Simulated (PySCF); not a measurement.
# Deuteron quadrupole couplings in `[SiH3]Cc1ccoc1`

Species: C5H8OSi.
Atom-mapped SMILES: `[SiH3:1][CH2:2][c:3]1[cH:4][cH:5][o:6][cH:7]1` (hydrogens: H8, H9, H10 on Si1; H11, H12 on C2; H13 on C4; H14 on C5; H15 on C7)

Geometry (PBE0-D3(BJ)/def2-SVP, Å), atoms numbered from 1 in this order:
```
atom  x, y, z in Å
Si1   -2.305    0.587    0.227
C2    -1.093   -0.867    0.149
C3     0.306   -0.418   -0.116
C4     1.198    0.229    0.808
C5     2.342    0.487    0.116
O6     2.230    0.060   -1.155
C7     1.001   -0.483   -1.291
H8    -2.323    1.305   -1.083
H9    -3.686    0.098    0.533
H10   -1.889    1.544    1.298
H11   -1.435   -1.561   -0.635
H12   -1.152   -1.419    1.103
H13    1.003    0.463    1.853
H14    3.287    0.950    0.388
H15    0.754   -0.879   -2.273
```

Level: PBE0/pcSseg-1 (PySCF, non-relativistic); Q(2H) = 0.00286 b; rigid geometry, the same for H and D, with no vibrational averaging.

Question: Rank these positions by the coupling χzz of a deuteron there, largest first.
A. H9 (Si–H hydrogen)
B. H15 (aromatic hydrogen)
C. H12 (methylene hydrogen)

Answer: B (211 kHz), C (195 kHz), A (93 kHz).

Q: Give the electric field gradient Vzz (the principal value of largest size), its asymmetry and the 2H coupling at each hydrogen.

A: 
| atom | bonded to | bond length (Å) | Vzz (au) | η | χzz (kHz) |
| --- | --- | --- | --- | --- | --- |
| H8 | Si1 | 1.494 | 0.1407 | 0.02 | 95 |
| H9 | Si1 | 1.497 | 0.1387 | 0.02 | 93 |
| H10 | Si1 | 1.495 | 0.1403 | 0.03 | 94 |
| H11 | C2 | 1.102 | 0.2923 | 0.04 | 196 |
| H12 | C2 | 1.103 | 0.2905 | 0.04 | 195 |
| H13 | C4 | 1.088 | 0.3166 | 0.07 | 213 |
| H14 | C5 | 1.087 | 0.3125 | 0.11 | 210 |
| H15 | C7 | 1.087 | 0.3133 | 0.13 | 211 |

Q: Average by the element that carries the hydrogen.

A: on Si: 94 kHz over 3 positions, mean bond length 1.495 Å; on C: 205 kHz over 5 positions, mean bond length 1.093 Å.

Isolated species at its PBE0-D3(BJ)/def2-SVP geometry (one conformer only). These gradients aren't converged with respect to the basis.

The run behind these numbers computed NMR shieldings as well. The run took 18 s on an Arm Neoverse V2 with one thread, on a shared host.
